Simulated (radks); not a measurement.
Values are calculated unless marked as measured or tabulated.
Problem. Radial electron density D(r) = 4 pi r^2 rho(r) of an atom or ion with 12 electrons. Level of theory: scalar-relativistic Kohn-Sham, r2SCAN, spin-polarised, spherical densities, finite nucleus; meta-GGA in the generalised Kohn-Sham scheme; Fermi nuclear charge, rms radius of each element as measured or else 0.836 A^(1/3) + 0.57 fm (a radial shooting solver on a logarithmic mesh with Libxc functionals).

```
   r/bohr * D(r) (the largest magnitude, 81, reaches the edge; | marks zero)
 0.002165 |     *
 0.002709 |       *
 0.003362 |          *
 0.004173 |              *
 0.005179 |                   *
 0.006428 |                         *
 0.007978 |                               *
 0.009901 |                                     *
  0.01229 |                                           *
  0.01525 |                                               *
  0.01908 |                                               *
  0.02368 |                                             *
  0.02939 |                                        *
  0.03648 |                                      *
  0.04527 |                                        *
  0.05618 |                                              *
  0.06973 |                                                     *
  0.08654 |                                                      *
   0.1074 |                                            *
   0.1344 |                           *
   0.1668 |              *
    0.207 |        *
   0.2569 |       *
   0.3188 |    *
   0.3957 | *
   0.4911 *
   0.6095 *
   0.7564 *
```

What is the nuclear charge?

Solution. Z = 55. The innermost maximum, from 1s, lies near gamma/Z bohr with gamma = sqrt(1 - (Z/c)^2) = 0.916, here 0.0167 bohr (found: 0.0176), and its height grows with Z. The density is that of the caesium ion Cs43+ in [Ne] 3s2; the configuration itself is not fixed sharply by these data, and Z only to a few units. D(r) has 2 maxima, at r = 0.0176, 0.0793 bohr, and minima at 0.0377 bohr, inside which lie 2.05 electrons.
